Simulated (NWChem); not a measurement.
# Atomisation of tellurium hexafluoride (F₆Te)

SMILES: F[Te](F)(F)(F)(F)F
```xyz
7

F     -1.8757     0.0000     0.0000
Te     0.0000     0.0000     0.0000
F      0.0000     0.0000     1.8757
F      0.0000     0.0000    -1.8757
F      0.0000    -1.8757     0.0000
F      0.0000     1.8757     0.0000
F      1.8757     0.0000     0.0000
```
Charge 0, spin multiplicity 1.

Program: NWChem. All single points use one geometry, from PBE0/def2-SVP with def2 effective core potentials on Te, a minimum by its harmonic frequencies.

Basis set: def2-SVP. The atomisation energy is electronic alone: no zero-point, thermal, spin-orbit or counterpoise terms. No value is extrapolated to the basis-set limit. Free atoms are single determinants with multiplicities F 2, Te 3.

Effective core potentials replace the inner electrons of Te; spin-orbit coupling is left out. B3LYP has NWChem's definition, with VWN1-RPA local correlation. The stability of the SCF solutions was not checked. Open-shell Hartree-Fock references start from PBE0 orbitals.

### Question
Order these methods by the atomisation energy they give, lowest first: HF, B3LYP, PBE, TPSS.

### Answer
HF (205.2 kcal/mol), B3LYP (450.2 kcal/mol), TPSS (481.0 kcal/mol), PBE (504.5 kcal/mol)
